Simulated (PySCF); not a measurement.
Job file and geometry (Å, from GFN2-xTB) of an NMR shielding run on SMILES C([C@@H](C)/C=C\[SiH3])C(C)(F)F, C₇H₁₄F₂Si, GIAO PBE0/pcSseg-1 NMR shielding, non-relativistic, gas phase in PySCF 2.14.0, density-fitted response routines; density fitting, a coarse starting grid and PySCF grid level 2 are the driver's defaults:

```
$ OMP_NUM_THREADS=1 python probes_run.py task.json out

{"job": {"kind": "nmr", "xc": "PBE0", "basis": "pcSseg-1"}, "charge": 0, "multiplicity": 1}
C     -0.276534     2.063432     0.206569
C     -0.385728     0.546138     0.048676
C     -1.540352     0.219203    -0.850366
C     -2.611612    -0.477962    -0.496345
Si    -2.942566    -1.238795     1.195568
C      0.892058    -0.068979    -0.548332
C      2.116571    -0.008741     0.363749
C      3.244954    -0.931221    -0.070974
F      1.770686    -0.306511     1.653606
F      2.600153     1.271190     0.429614
H     -0.029702     2.531503    -0.744518
H     -1.226131     2.464834     0.553316
H      0.489957     2.325240     0.929717
H     -0.561309     0.098222     1.030563
H     -1.447377     0.619417    -1.855518
H     -3.378716    -0.625365    -1.247975
H     -4.223610    -1.946142     1.118493
H     -1.884332    -2.193719     1.538818
H     -3.021933    -0.197283     2.223009
H      1.152938     0.443888    -1.476513
H      0.700290    -1.119865    -0.774235
H      4.104459    -0.773021     0.576691
H      3.523916    -0.710617    -1.097140
H      2.922186    -1.965082     0.009649
```

Q: Write the output of this run.

A: 
```
coarse grid: 20080 points
cycle   1  E = -763.4393651625  dE =  9.597e-01  |g| = 7.809e-01  |ddm| = 4.201e+00
cycle   2  E = -763.3677369038  dE =  7.163e-02  |g| = 1.058e+00  |ddm| = 1.144e+00
cycle   3  E = -763.5558337392  dE = -1.881e-01  |g| = 9.319e-02  |ddm| = 6.635e-01
cycle   4  E = -763.5573941120  dE = -1.560e-03  |g| = 3.549e-02  |ddm| = 8.881e-02
cycle   5  E = -763.5576676484  dE = -2.735e-04  |g| = 6.209e-03  |ddm| = 3.359e-02
cycle   6  E = -763.5576741765  dE = -6.528e-06  |g| = 3.555e-03  |ddm| = 9.504e-03
cycle   7  E = -763.5576771919  dE = -3.015e-06  |g| = 6.566e-04  |ddm| = 3.162e-03
final grid: 188800 points
cycle   8  E = -763.6310153174  dE = -6.456e-05  |g| = 9.735e-03  |ddm| = 3.717e-02
cycle   9  E = -763.6310057857  dE =  9.532e-06  |g| = 1.220e-02  |ddm| = 1.738e-02
cycle  10  E = -763.6310379094  dE = -3.212e-05  |g| = 1.264e-03  |ddm| = 9.461e-03
cycle  11  E = -763.6310381549  dE = -2.455e-07  |g| = 2.870e-04  |ddm| = 1.025e-03
cycle  12  E = -763.6310381682  dE = -1.329e-08  |g| = 1.003e-04  |ddm| = 2.490e-04
cycle  13  E = -763.6310381703  dE = -2.082e-09  |g| = 3.815e-05  |ddm| = 9.917e-05
cycle  14  E = -763.6310381707  dE = -3.583e-10  |g| = 9.160e-06  |ddm| = 4.432e-05
converged SCF energy = -763.6310381707

GIAO shielding tensors (ppm)
atom      isotropic    diamagn.    paramagn.     s11        s22        s33       span
  0 C      165.390     248.628     -83.238    152.851    160.089    183.231     30.380
  1 C      148.017     248.138    -100.121    137.577    147.387    159.087     21.510
  2 C       19.514     258.302    -238.788   -111.558     27.252    142.847    254.405
  3 C       66.820     258.481    -191.660    -38.281     69.456    169.285    207.566
  4 Si     439.671     880.560    -440.889    420.175    432.486    466.351     46.176
  5 C      139.353     254.600    -115.247    124.992    131.245    161.822     36.830
  6 C       58.323     239.658    -181.335     41.959     56.083     76.928     34.969
  7 C      157.939     249.249     -91.309    139.517    145.712    188.589     49.072
  8 F      296.059     479.120    -183.061    195.012    328.463    364.701    169.689
  9 F      282.829     476.405    -193.575    177.733    320.174    350.581    172.848
 10 H       30.920      31.878      -0.957     27.674     28.604     36.484      8.810
 11 H       30.711      31.047      -0.336     25.948     28.834     37.351     11.404
 12 H       29.747      31.647      -1.899     24.560     29.811     34.872     10.312
 13 H       28.966      36.484      -7.518     24.702     28.532     33.664      8.963
 14 H       25.079      33.556      -8.477     22.294     24.163     28.781      6.486
 15 H       26.036      29.992      -3.956     23.775     25.654     28.679      4.904
 16 H       27.756      28.731      -0.975     24.427     25.596     33.245      8.818
 17 H       27.451      30.478      -3.027     23.617     27.426     31.310      7.693
 18 H       27.422      29.769      -2.346     23.859     26.735     31.673      7.814
 19 H       30.090      34.805      -4.715     26.616     30.344     33.309      6.694
 20 H       29.907      35.563      -5.656     25.091     31.162     33.469      8.378
 21 H       29.753      26.825       2.928     26.022     27.257     35.980      9.958
 22 H       30.160      28.871       1.289     26.304     28.644     35.533      9.229
 23 H       30.273      29.705       0.568     26.360     28.770     35.689      9.329
```

Q: Turn these shieldings into chemical shifts. Shifts are taken against calculated references (same method and geometry level): 13C (σ = 186.93 ppm) and 29Si (σ = 349.16 ppm) and 1H (σ = 31.72 ppm) vs TMS; 19F (σ = 170.95 ppm) against CFCl3.

A: Averaging equivalent atoms: C 2: 167.4; C 6: 128.6; C 3: 120.1; C 5: 47.6; C 1: 38.9; C 7: 29.0; C 0: 21.5; Si 4: -90.5; F 9: -111.9; F 8: -125.1; H 14: 6.64; H 15: 5.68; H 16/17/18: 4.17; H 13: 2.75; H 20: 1.81; H 21/22/23: 1.65; H 19: 1.63; H 10/11/12: 1.26 ppm. Unscaled 19F shifts against computed CFCl3 carry errors that often reach 10 to 50 ppm.

Size and cost of the density-fitted run: 247 basis functions, 79 s wall time on 1 thread of an Arm Neoverse V1, shared host; peak memory 1.1 GiB.
